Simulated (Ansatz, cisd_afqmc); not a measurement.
Species: InF, charge 1, doublet. InF+ (parent SMILES [F][In], doublet).
B3LYP-D3(BJ)/def2-TZVP minimum from Ansatz (an electronic-structure program):
```
In
F 1 1.9367
```
Charge +1, spin multiplicity 2.

Total energies in def2-SVP, 9 correlated electrons, 10 frozen orbitals. Open shells are spin-unrestricted; no spin-orbit coupling. Correlated methods leave the cores frozen (noble-gas shells, and filled d and f shells in the p block). Past Kr the def2 sets carry scalar-relativistic core potentials. AFQMC/CISD: phaseless, guided by CISD from CCSD amplitudes; bars are statistical, one sigma. Outlying blocks are dropped, and bars are widened where a walk drifts. Over all cases where full CI ran beside it in this data, AFQMC minus full CI had a median of +0.1 mEh and passed +0.4 mEh in a tenth of the cases. Spin-orbit terms, left out, reach several kcal/mol for Br and I, and more for heavier atoms. The spin of FIn+ (parent SMILES [F][In], doublet) was assumed, and the state is the lowest solution found for it.

```csv
method,program,energy (Eh),minus CCSDTQ (mEh)
HF,Ansatz,-288.29389,223.67
MP2,Ansatz,-288.50945,8.11
CCSD,Ansatz,-288.51162,5.94
CCSD(T),Ansatz,-288.51636,1.20
CCSDT(Q),Ansatz,-288.51774,-0.18
CCSDTQ,Ansatz,-288.51756,0.00
AFQMC/CISD,cisd_afqmc,-288.5166 ± 0.0004,1.0 ± 0.4
```

Rough core times of Ansatz's runs on a shared machine: CCSD(T) under 20 s, CCSDT(Q) 30 s, CCSDTQ 9 min.
